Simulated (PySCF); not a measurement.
**[GeH3]+: umbrella curve**

Level of theory: PBE0/[Ge def2-TZVP, H def2-TZVP], no relativity, density fitting, PySCF.

Rigid scan from the singlet minimum (Ge–H 1.522 Å (×3); H–Ge–H 120.0° (×3)). Coordinate: angle between each bond and the threefold axis, bonds fixed. Energies in kJ/mol from the minimum.

```json
{"angle of the bonds to the threefold axis (°)": "55", "E (kJ/mol)": "298.8", "dipole size (D, about the centre of mass)": "1.03"}
{"angle of the bonds to the threefold axis (°)": "60", "E (kJ/mol)": "216.2", "dipole size (D, about the centre of mass)": "0.91"}
{"angle of the bonds to the threefold axis (°)": "65", "E (kJ/mol)": "148.4", "dipole size (D, about the centre of mass)": "0.78"}
{"angle of the bonds to the threefold axis (°)": "70", "E (kJ/mol)": "94.2", "dipole size (D, about the centre of mass)": "0.63"}
{"angle of the bonds to the threefold axis (°)": "75", "E (kJ/mol)": "52.7", "dipole size (D, about the centre of mass)": "0.48"}
{"angle of the bonds to the threefold axis (°)": "80", "E (kJ/mol)": "23.3", "dipole size (D, about the centre of mass)": "0.32"}
{"angle of the bonds to the threefold axis (°)": "85", "E (kJ/mol)": "5.8", "dipole size (D, about the centre of mass)": "0.16"}
{"angle of the bonds to the threefold axis (°)": "90", "E (kJ/mol)": "0.0", "dipole size (D, about the centre of mass)": "0.00"}
```

Other isomers or separated fragments may lie lower.

The scan took about 30 core-seconds on a shared host.
